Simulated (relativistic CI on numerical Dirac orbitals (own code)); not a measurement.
# d1 to d9 in one tetrahedral field

Computed with a parametric ligand-field model without spin-orbit coupling, by exact diagonalisation: B = 880, C = 3520, 10Dq = -4700 cm⁻¹ (Td; |10Dq|/B = 5.3) for every shell. Energies in cm⁻¹; the field energy is (0.6 n_e − 0.4 n_t2) × 10Dq of the ground term; g labels are left out.

```tsv
Shell	Ground term	Electrons in e	Field energy	First spin-allowed bands	Lowest term of other spin
d1	2E	1.000	-2820	2T2 4700	
d2	3A2	2.000	-5640	3T2 4700, 3T1 8130	1E 13244
d3	4T1	1.883	-3212	4T2 3978, 4A2 8678	2E 11939
d4	5T2	2.000	-1880	5E 4700	3T1 14702
d5	6A1	2.000	0	none	4T1 23695
d6	5E	3.000	-2820	5T2 4700	3T1 15199
d7	4A2	4.000	-5640	4T2 4700, 4T1 8130	2E 16007
d8	3T1	3.883	-3212	3T2 3978, 3A2 8678	1T2 12550
d9	2T2	4.000	-1880	2E 4700
```

Every shell keeps the spin of the free ion. Tetrahedral fields of 3d complexes are almost always too weak to pair spins. High-spin d^(n+5) repeats the spin-allowed bands of d^n, since the half-filled shell is spherical.
